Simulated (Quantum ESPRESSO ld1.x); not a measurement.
ld1.x (Quantum ESPRESSO 7.5) input

```
 &input
    zed=34.0,
    iswitch=1,
    rel=1,
    lsd=1,
    dft='PZ',
    config='[Ar] 3d3',
    verbosity='high',
    prefix='ld1',
    max_out_wfc=37,
    file_charge='ld1.rho',
 /
```

Output:

```
     Program LD1 v.7.5 starts

     --------------------------- All-electron run ----------------------------

     scalar relativistic calculation

     atomic number is 34.00
     dft =PZ   lsd =1 sic =0 latt =0  beta=0.20 tr2=1.0E-14
     Exchange-correlation= PZ
                           (   1   1   0   0   0   0   0)
     mesh =2017 r(mesh) =  99.64755 a.u. xmin = -8.00 dx = 0.00800
     1 Ry =  13.60569312 eV, c = 137.03599908

     n l     nl                  e(Ry)          e(Ha)          e(eV)
     1 0     1S 1( 1.00)    -946.838266229    -473.419133115 -12882.3908874
     2 0     2S 1( 1.00)    -147.647840183     -73.823920092  -2008.8512038
     2 1     2P 1( 3.00)    -133.560406997     -66.780203498  -1817.1819110
     3 0     3S 1( 1.00)     -41.406979546     -20.703489773   -563.3706569
     3 1     3P 1( 3.00)     -36.919918703     -18.459959352   -502.3210840
     3 2     3D 1( 3.00)     -29.857753176     -14.928876588   -406.2354271
     1 0     1S 2( 1.00)    -946.831976671    -473.415988336 -12882.3053136
     2 0     2S 2( 1.00)    -147.301986866     -73.650993433  -2004.1456297
     2 1     2P 2( 3.00)    -133.295088336     -66.647544168  -1813.5720667
     3 0     3S 2( 1.00)     -40.943559981     -20.471779991   -557.0655125
     3 1     3P 2( 3.00)     -36.453538147     -18.226769073   -495.9756533
     3 2     3D 2( 0.00)     -29.335331539     -14.667665769   -399.1275186

     final scf error:  4.6E-15 reached in  22 iterations

     Etot =   -4699.134882 Ry,   -2349.567441 Ha,  -63934.987146 eV
     Total magnetization:    3.00 Bohr mag.

     Ekin =    4798.112506 Ry,    2399.056253 Ha,   65281.646325 eV
     Encl =  -10718.502257 Ry,   -5359.251129 Ha, -145832.652453 eV
     Eh   =    1364.675199 Ry,     682.337600 Ha,   18567.351971 eV
     Exc  =    -143.420329 Ry,     -71.710165 Ha,   -1951.332988 eV

     normalization and overlap integrals

     s(1S/1S) =  1.000000  <r> =   0.0441  <r2> =    0.0026  r(max) =   0.0289
     s(1S/2S) = -0.005689
     s(1S/3S) = -0.002394
     s(2S/2S) =  1.000000  <r> =   0.1958  <r2> =    0.0452  r(max) =   0.1643
     s(2S/3S) = -0.001411
     s(2P/2P) =  1.000000  <r> =   0.1709  <r2> =    0.0357  r(max) =   0.1313
     s(2P/3P) = -0.001166
     s(3S/3S) =  1.000000  <r> =   0.5292  <r2> =    0.3194  r(max) =   0.4798
     s(3P/3P) =  1.000000  <r> =   0.5267  <r2> =    0.3209  r(max) =   0.4722
     s(3D/3D) =  1.000000  <r> =   0.4951  <r2> =    0.2888  r(max) =   0.3992
     s(1S/1S) =  1.000000  <r> =   0.0441  <r2> =    0.0026  r(max) =   0.0289
     s(1S/2S) = -0.005698
     s(1S/3S) = -0.002379
     s(2S/2S) =  1.000000  <r> =   0.1955  <r2> =    0.0450  r(max) =   0.1643
     s(2S/3S) = -0.001405
     s(2P/2P) =  1.000000  <r> =   0.1706  <r2> =    0.0356  r(max) =   0.1313
     s(2P/3P) = -0.001160
     s(3S/3S) =  1.000000  <r> =   0.5311  <r2> =    0.3217  r(max) =   0.4837
     s(3P/3P) =  1.000000  <r> =   0.5291  <r2> =    0.3238  r(max) =   0.4722
     s(3D/3D) =  1.000000  <r> =   0.4986  <r2> =    0.2933  r(max) =   0.4024

     ------------------------ End of All-electron run ------------------------
```

Run on one thread of a shared host, so times are rough (Intel(R) Xeon(R) Processor @ 2.60GHz): 0.63 s of CPU time, 0.65 s wall, 22 iterations on 2017 mesh points.
